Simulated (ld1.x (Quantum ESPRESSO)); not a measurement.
**Scattering properties, TM potential for Ir (Z = 77)**

* Element: iridium (Ir)
* Generator: ld1.x (Quantum ESPRESSO) 7.5
* Type: norm-conserving Troullier–Martins (Kleinman–Bylander form)
* Functional: LDA (PZ)
* Relativity: fully relativistic
* Frozen core: [Kr] 4d10 4f14
* Valence charge: 17
* Reference configuration: 5s2 5p6 5d7 6s1.5 6p0 (charge +0.5)
* Partial waves: 5s (bound): rc 1.35 bohr; 5p (bound): rc 1.25 bohr; 5d (bound): rc 1.90 bohr
* Local potential: all-electron potential smoothed inside 1.35 bohr (lloc = -1)
* Core correction: none

Open shells are filled in proportion to 2j + 1 (rel_dist='average').

Occupied shells without a wave of their own: 6s. They enter only through the test configuration that unscreens the potential.

The phase is arctan(r·u′/u) with u = r·R(r), unwrapped; energies in Ry, scanned from -10 to 5 Ry. A pole is an energy at which the radial function vanishes at the test radius. The pseudo phase is shifted by a multiple of π to meet the all-electron one at the reference energy, and phase errors are pseudo minus all-electron; the curves can meet again beyond the range given. Levels narrower than the energy grid can be missing from the lists of poles.

**Question.** For each channel, where are the poles, and over which energies does the pseudopotential scatter like the atom?

**Answer.**

```tsv
channel	radius (bohr)	reference energy (Ry)	poles, all-electron	poles, pseudo	unbroken range about the reference energy with phases within 0.05 rad	phase error 1 Ry above the reference energy (rad)
s	2.04	-7.50	-7.37	-7.37, 2.99	below -1.4	-0.000
p1/2	2.04	-5.07	-4.81	-4.81	below 1.2	-0.000
p3/2	2.04	-4.06	-3.63	-3.63	below 1.3	-0.000
d3/2	2.04	-0.89	0.40	0.40	below 4.2	-0.001
d5/2	2.04	-0.80	0.61	0.60	below 4.2	-0.001
```

A Bessel basis up to 400 Ry misses an occupied level by 0.05 Ry, so cutoffs and ghosts were not judged. The potential misses its own reference levels by up to 0.6 eV.

Phases in the d3/2 channel:

```csv
E (Ry),all-electron,pseudo
-10.00,1.408,1.408
-9.52,1.404,1.404
-9.04,1.399,1.399
-8.56,1.393,1.393
-8.08,1.387,1.387
-7.60,1.381,1.380
-7.12,1.373,1.373
-6.64,1.364,1.364
-6.16,1.354,1.354
-5.68,1.342,1.342
-5.20,1.328,1.328
-4.72,1.311,1.311
-4.24,1.290,1.289
-3.76,1.261,1.261
-3.28,1.221,1.221
-2.80,1.160,1.160
-2.32,1.054,1.053
-1.84,0.819,0.818
-1.36,0.113,0.112
-0.88,-0.952,-0.952
-0.40,-1.351,-1.351
0.08,-1.508,-1.509
0.56,-1.595,-1.597
1.04,-1.655,-1.657
1.52,-1.704,-1.707
2.00,-1.750,-1.754
2.48,-1.798,-1.805
2.96,-1.854,-1.865
3.44,-1.925,-1.944
3.92,-2.026,-2.061
4.40,-2.186,-2.258
4.88,-2.471,-2.631
```
